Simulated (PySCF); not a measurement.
**Ionisation energy of Sb³³⁺ by level of theory**

Sb³³⁺ [Ar] (1S) → Sb³⁴⁺ [Ne] 3s2 3p5 (2P), as a difference of total energies. Calculation: PySCF 2.14, in an uncontracted even-tempered set (18 s from 5.3 bohr⁻², ratio 2.5; 12 p from 6.9 bohr⁻², ratio 2.5; 5 d from 32 bohr⁻², ratio 2.7; 4 f from 47 bohr⁻², ratio 2.7); the spin-free X2C one-electron Hamiltonian (Gaussian nucleus). Correlated levels: outer shells: 1s2 frozen; virtual orbitals above 40 to 60 times the deepest correlated orbital energy dropped. The calculations carry no spin-orbit coupling.

```csv
method,ionisation energy (eV)
UHF,2210.3
MP2 (outer shells),2211.3
SCS-MP2 (outer shells),2211.1
CCSD (outer shells),2211.2
CCSD(T) (outer shells),2211.2
```

A first-order spin-orbit estimate (lowest level to lowest level, LS coupling) adds -18.877 eV.

Breit and QED terms and the two-electron picture change are absent.

For comparison: 2190 ± 5 eV (theoretical estimate listed by NIST; NIST Atomic Spectra Database, ionization energies).
